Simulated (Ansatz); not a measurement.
A nudged elastic band was laid between two geometries of F3H2NSi + H2S (10 atoms, charge 0, multiplicity 1).

Theory: Ansatz 0.2.0, RKS PBE/def2-SVP.

```yaml
movable_images: 7
climbing_image: yes
spring: 5.0 eV/Å²
optimiser: quadratic models (default)
start_path: through a guess of the saddle point
force_threshold: 0.05 eV/Å
iteration_limit: 60
end_points: relaxed
```

Initial state:

```xyz
10
Properties=species:S:1:pos:R:3
Si -0.185 0.445 0.042
N 0.078 0.289 1.702
H 0.017 1.072 2.352
H 0.646 -0.496 2.050
F 0.854 1.378 -0.782
F -1.642 1.062 -0.291
F -0.078 -1.037 -0.622
S 1.504 -2.900 1.900
H 1.000 -2.621 0.663
H 0.278 -3.287 2.350
```

Final state:

```xyz
10
Properties=species:S:1:pos:R:3
Si 0.322 -0.248 -0.792
N 0.148 -0.949 2.735
H -0.616 -1.464 3.192
H -0.214 -0.037 2.424
F 1.400 0.647 -1.610
F -0.258 0.741 0.386
F -0.922 -0.444 -1.817
S 1.079 -1.997 0.025
H 0.644 -1.560 1.389
H 0.886 -0.785 3.432
```

Question: Which bonds break or form, and what moves?

Answer: Bonds broken: Si1–N2, S8–H10. Bonds formed: Si1–S8, N2–H10. F3H2NSi + H2S becomes F3HSSi + H3N.

Question: Give the energies along the band, and the barrier.

Answer: The run converged. The highest image is number 3 of 0 to 8, 83.4 kJ/mol above the first end and 106.2 kJ/mol above the last; the last end lies 22.8 kJ/mol below the first. The profile has 2 maxima (images 3, 5) with wells between them (image 4): this band takes more than one step, which may be the mechanism or a detour left from its start path. A vibrational analysis at the climbing image gives one clearly imaginary mode, 815i cm⁻¹: a first-order saddle point. The orbitals stay closed-shell, which can raise the energy where a bond breaks towards radicals; this wasn't checked here.

| image | path coordinate (Å) | energy (kJ/mol) | Si1–N2 (Å) | S8–H10 (Å) | Si1–S8 (Å) |
| --- | --- | --- | --- | --- | --- |
| 0 | 0.00 | 0.0 | 1.69 | 1.36 | 4.18 |
| 1 | 1.70 | 6.3 | 1.69 | 1.36 | 3.92 |
| 2 | 3.39 | 10.6 | 1.71 | 1.37 | 4.07 |
| 3 | 5.09 | 83.4 | 1.84 | 1.63 | 2.62 |
| 4 | 7.19 | -9.0 | 2.07 | 2.38 | 2.20 |
| 5 | 9.30 | 32.6 | 2.02 | 2.62 | 2.24 |
| 6 | 11.40 | -4.6 | 2.18 | 2.99 | 2.17 |
| 7 | 13.51 | -19.1 | 3.37 | 3.79 | 2.08 |
| 8 | 15.61 | -22.8 | 3.60 | 3.62 | 2.07 |

Question: What is the geometry of the highest image?

Answer: 
```xyz
10
Properties=species:S:1:pos:R:3
Si 0.079 -0.138 0.160
N 0.120 -0.179 2.000
H -0.814 -0.316 2.416
H 0.518 0.680 2.413
F 1.449 0.421 -0.508
F -0.835 1.215 -0.014
F -0.955 -1.192 -0.522
S 1.536 -2.233 0.740
H 0.468 -3.078 0.784
H 0.906 -1.275 1.893
```

The band took 38 iterations and of the order of 19 core-minutes.

Run time: 5.1 min on 4 threads of Arm Neoverse V1 (shared host), peak memory 0.18 GiB.
